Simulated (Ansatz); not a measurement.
Isolated molecules relaxed with PBE0-D4/def2-TZVP in Ansatz; ΔE leaves out vibrations. CBS: MP2 limit from def2 TZ/QZ plus the TZ coupled-cluster correction, frozen cores. Functionals use def2-TZVPP. B3LYP here is the variant with VWN-RPA as its local correlation; programs differ in this. HSE06 is defined as in plane-wave codes. For Ga, Se outer-core shells are correlated without core-valence functions, which leaves a few kJ/mol of doubt a bond. Scalar relativity is left out up to krypton. One conformer a species, not always the lowest.

Reaction (formal exchange of groups at the Se–Si bond): `SC[SiH2][SeH]` + `[OH][GaH2]` → `[OH][GaH][SeH]` + `[SiH3]CS`

```
             level  ΔE (kJ/mol)  difference from CCSD(T)/CBS
            B97M-V        -41.7                          6.7
           PBE0-D4        -47.0                          1.4
          B3LYP-D4        -48.9                         -0.5
        r2SCAN0-D4        -49.8                         -1.4
          HSE06-D4        -47.3                          1.1
          BHLYP-D4        -50.9                         -2.5
      CAM-B3LYP-D4        -48.4                          0.0
           ωB97X-V        -46.8                          1.6
              BLYP        -54.6                         -6.2
              PBE0        -49.9                         -1.5
         CAM-B3LYP        -51.6                         -3.2
RPA@PBE/def2-TZVPP        -50.1                         -1.7
     HF/def2-TZVPP        -58.8                        -10.4
SCS-MP2/def2-TZVPP        -50.5                         -2.1
     HF/def2-QZVPP        -57.6                         -9.2
      HF/CBS(def2)        -57.4                         -9.0
       CCSD(T)/CBS        -48.4                            0
```

Largest T1 diagnostic among the species: 0.015.

In def2-TZVPP, CCSD(T) changes the Hartree–Fock value by +7.4 kJ/mol (the triples alone add +0.6 kJ/mol) and MP2 by +9.8 kJ/mol. Leaving LDA and LC-ωPBE aside and taking each functional with its dispersion term where it has one, the values, not all of them listed here, spread over 11.0 kJ/mol, from B2PLYP to B97M-V. LDA lies +3.4 kJ/mol from PBE without D4.
